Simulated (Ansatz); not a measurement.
Isolated molecules relaxed with PBE0-D4/def2-TZVP in Ansatz; ΔE leaves out vibrations. CBS: MP2 limit from def2 TZ/QZ plus the TZ coupled-cluster correction, frozen cores. This one scheme is used for every species, atoms too. Functionals use def2-TZVPP. Open shells (•) are unrestricted, without spin–orbit coupling. For Ge outer-core shells are correlated without core-valence functions, so the limit isn't a true one: a few kJ/mol of doubt a bond, and 10 to 20 or more in all where bonds break to atoms. Scalar relativity is left out up to krypton.

`[SiH3][S][GeH3]` → H• + `[SiH2][S][GeH3]`•  (homolysis of the H–Si bond)

| level | ΔE (kcal/mol) |
| --- | --- |
| BHLYP-D4 | 93.3 |
| ωB97X-V | 94.8 |
| revPBE | 86.6 |
| SCS-MP2/def2-TZVPP | 94.6 |

What does CCSD(T)/CBS give? (Best estimate.)

Computed: +95.3 kcal/mol. The listed levels differ from it by -2.0, -0.5, -8.7, -0.7 kcal/mol.

Largest T1 diagnostic among the species: 0.014.

Leaving LDA and LC-ωPBE aside and taking each functional with its dispersion term where it has one, the values, not all of them listed here, spread over 7.9 kcal/mol, from revPBE-D4 to ωB97M-V. LDA lies +8.8 kcal/mol from PBE without D4, its usual overbinding. From BLYP to BHLYP (50 % exact exchange), in def2-TZVPP and without D4, ΔE moves by +3.6 kcal/mol. In def2-TZVPP, CCSD(T) changes the Hartree–Fock value by +18.2 kcal/mol (the triples alone add −0.1 kcal/mol) and MP2 by +16.2 kcal/mol; breaking electron pairs costs correlation energy, which Hartree–Fock lacks.
